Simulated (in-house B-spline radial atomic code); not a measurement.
Configurations of the titanium ion Ti²⁺, with energies counted from [Ar] 3d2. Computed with a B-spline radial code for spherical atoms: non-relativistic wB97X, spin-polarised, spherical fractional occupations, exact exchange averaged over the configuration, point nucleus. Shells without spins written out take the highest spin.

Occupations are held fixed; configurations that lie above the ionisation limit could autoionise.

```csv
configuration,E - E(ref) (eV),highest orbital,its <r> (bohr)
[Ar] 3d1 4p1,9.8225,4p up,3.263
[Ar] 3d1 4f1,19.508,4f up,5.981
[Ne] 3s2 3p5 3d3,32.406,3d up,1.339
```

**Question.** Order these further configurations by energy, lowest first.
A. [Ne] 3s2 3p5 3d2 4f1
B. [Ne] 3s2 3p5 3d2 4s1
C. [Ne] 3s2 3p5 3d2 4p1
D. [Ar] 3d1 4s1

**Answer.** D (5.0462 eV), B (38.765 eV), C (43.629 eV), A (53.602 eV).
